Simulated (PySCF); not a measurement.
OsSe₃, singlet: molecular constants

Computed with PBE0 in PySCF with Os def2-SVP with ECP60, Se def2-SVP; scalar-relativistic core potentials, no spin–orbit coupling; density-fitted integrals.

The structure is a minimum.

```xyz
4
charge 0 multiplicity 1, angstrom
Os    0.0000    0.0000    0.0000
Se    2.2029    0.0000    0.0000
Se   -1.1015    1.9078    0.0000
Se   -1.1015   -1.9078    0.0000
```

```json
{
  "Point group": "D3h",
  "Bond lengths": "Os–Se 2.203 Å (×3)",
  "Bond angles": "Se–Os–Se 120.0° (×3)",
  "Dipole moment": "0.00 D",
  "Heat capacity Cp at 298.15 K": "77.2 J/(mol K)",
  "Highest occupied level": "-7.13 eV",
  "Atomisation energy without zero-point energy": "1108 kJ/mol",
  "Rotational constants": "0.02898, 0.02898, 0.01449 cm⁻¹",
  "Entropy at 298.15 K and 1 bar": "361.9 J/(mol K)",
  "Principal polarisabilities": "60.8, 138.6, 138.6 bohr³",
  "Rotational symmetry number": "6",
  "Zero-point energy": "8.1 kJ/mol",
  "Enthalpy at 298.15 K above 0 K": "18.64 kJ/mol",
  "Principal quadrupole moments (Buckingham, traceless) about the centre of mass": "-2.99, 1.50, 1.50 D Å",
  "Lowest empty level": "-4.16 eV"
}
```

Harmonic modes (masses in u: Os 191.961, Se 79.917):
```tsv
symmetry	ω (cm⁻¹)	IR (km/mol, summed over degenerate members)	type
a2''	60	0.6	bend
e'	100	6.4	bend
a1'	325	0.0	stretch
e'	386	34.3	stretch
```

In D3h the vibrations span a2'' + 2e' + a1'. The a1' mode carries no infrared intensity, as symmetry demands.

Charges (e):
```csv
atom,Mulliken,Löwdin,polar tensor,Mayer order to Os1
Os1,0.20,-0.85,0.51,–
"Se2,3,4",-0.07,0.28,-0.17,1.89
```
Other Mayer orders above 0.3: Se–Se 0.38 (×3).

Mulliken populations on Os1 (electrons outside its core potential): s 2.86, p 6.34, d 6.56, f 0.04.

Outer orbital energies (eV). occupied: -10.92, -9.68, -9.68, -8.25, -8.25, -7.97, -7.65, -7.13; empty: -4.16, -4.16, -2.85, -2.85.

Formally Os is in oxidation state +6, d2, with 0 unpaired electrons (the high-spin count would be 2). The polar-tensor charge on Os, 0.51, is far below the formal one.

Other isomers or separated fragments may lie lower. With an element this heavy the missing spin–orbit coupling can shift these numbers.

The final relaxation and frequency run took about 6 core-minutes on a shared host.
